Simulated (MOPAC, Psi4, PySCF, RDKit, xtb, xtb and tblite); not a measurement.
Two geometries of SMILES COCCO[SiH3] (C3H10O2Si), relaxed at GFN2-xTB with one dihedral held; other torsions can differ between them too.

Structure A

```
16

C      1.6562     1.2690     0.2681
O      0.6674     0.2947     0.4864
C      0.8327    -0.9002    -0.2393
C      1.4522    -1.9846     0.6473
O      0.6964    -2.2212     1.7816
Si     0.0103    -1.1319     2.7782
H      1.3903     2.1182     0.8943
H      1.6737     1.5816    -0.7825
H      2.6544     0.9136     0.5494
H     -0.1718    -1.2250    -0.5293
H      1.4394    -0.7492    -1.1381
H      2.4644    -1.6727     0.9435
H      1.5273    -2.9216     0.0839
H     -0.3661    -2.0814     3.8216
H      0.9725    -0.1436     3.2704
H     -1.1626    -0.4707     2.2132
```

Structure B

```
16

C     -1.7239     1.2456     0.2695
O     -0.7340     0.2975     0.5714
C     -0.7642    -0.8360    -0.2560
C      0.3638    -1.7493     0.2055
O      1.6094    -1.1766     0.0041
Si     2.0493     0.3686     0.2580
H     -1.5897     2.0684     0.9682
H     -1.6211     1.6178    -0.7571
H     -2.7268     0.8184     0.3911
H     -0.6043    -0.5520    -1.3066
H     -1.7300    -1.3563    -0.1714
H      0.2252    -1.9570     1.2739
H      0.3303    -2.6924    -0.3511
H      3.4727     0.1796    -0.0017
H      1.7768     0.8291     1.6167
H      1.4759     1.3013    -0.7171
```

**Question.** Which is lower in energy at the level B3LYP-D3(BJ)/def2-TZVP // GFN2-xTB run with Psi4, and by how much?

**Answer.** B is lower, by 1.79 kcal/mol (dihedral C1–O2–C3–C4: 100° in A, 180° in B).

E(B) − E(A) in kcal/mol at the other levels, on the same two geometries: GFN2-xTB (xtb and tblite) -0.97; MMFF94 // GFN2-xTB (RDKit) -2.49; B3LYP/def2-TZVP // GFN2-xTB (Psi4) -1.97; PBE/def2-TZVP // GFN2-xTB (Psi4) -1.88; PBE-D3(BJ)/def2-TZVP // GFN2-xTB (Psi4) -1.77; UFF // GFN2-xTB (RDKit) -2.60; PM7, restricted, heats of formation // GFN2-xTB (MOPAC) 0.46; PM3, restricted, heats of formation // GFN2-xTB (MOPAC) 0.50; GFN1-xTB // GFN2-xTB (xtb) -0.02; restricted B3LYP/6-31G*, spherical d, density fitting // GFN2-xTB (PySCF) -1.79; restricted B3LYP/LANL2DZ, with its core potentials past Ne // GFN2-xTB (PySCF) -1.59; restricted LDA (SVWN5)/6-31G*, spherical d, density fitting // GFN2-xTB (PySCF) -1.72; restricted BP86/6-31G*, spherical d, density fitting // GFN2-xTB (PySCF) -1.66.
